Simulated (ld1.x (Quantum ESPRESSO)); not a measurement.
## Co (Z = 27), RRKJ: configuration errors across variants

| Item | Value |
| --- | --- |
| Element | cobalt (Co) |
| Generator | ld1.x (Quantum ESPRESSO) 7.5 |
| Type | norm-conserving RRKJ (Kleinman–Bylander form) |
| Functional | PBEsol |
| Relativity | scalar-relativistic |
| Frozen core | [Ar] |
| Valence charge | 9 |
| Reference configuration | 3d7 4s2 4p0 |
| Partial waves | 4p (bound, empty): rc 3.15 bohr; 3d (bound): rc 1.00 bohr; 4s (bound): rc 2.25 bohr |
| Local potential | the s channel |
| Core correction | Bessel-smoothed model core inside 0.85 bohr |

All-electron excitation energies from the reference (eV): (1) 3d7 4s1 4p0 9.045; (2) 3d7 4s0 4p0 25.742; (3) 3d6 4s0 4p0 61.579; (4) 3d7 4s1 4p1 4.383; (5) 3d5 4s0 4p0 116.893; (6) 3d7.5 4s1.5 4p0 -0.965; (7) 3d8 4s0 4p0 6.422.

Errors AE − PS in meV (a dash: test not solved or not reliable):

| change | (1) | (2) | (3) | (4) | (5) | (6) | (7) | bound ghosts |
| --- | --- | --- | --- | --- | --- | --- | --- | --- |
| base | -9.1 | -59 | -475 | -4.3 | -2411 | -81 | -442 | none |
| all radii but the core radius scaled by about 0.79 (s 1.78, p 2.48, d 0.78 bohr) | -8.7 | -57 | -495 | -3.3 | -2560 | -81 | -444 | none |
| all radii but the core radius scaled by about 0.92 (s 2.08, p 2.92, d 0.92 bohr) | -9.7 | -61 | -468 | -4.6 | -2433 | -83 | -456 | none |
| all radii but the core radius scaled by about 1.12 (s 2.50, p 3.52, d 1.12 bohr) | -7.6 | -56 | -523 | -3.5 | -2472 | -75 | -406 | none |
| all radii but the core radius scaled by about 1.40 (s 3.14, p 4.40, d 1.40 bohr) | -4.8 | -100 | -911 | -7.9 | -2992 | -41 | -216 | none |

Problem. Give the same row for: all radii but the core radius scaled by about 1.24 (s 2.80, p 3.92, d 1.24 bohr).

Solution. -5.7, -64, -667, -4.1, -2701, -63, -334; bound ghosts: none.
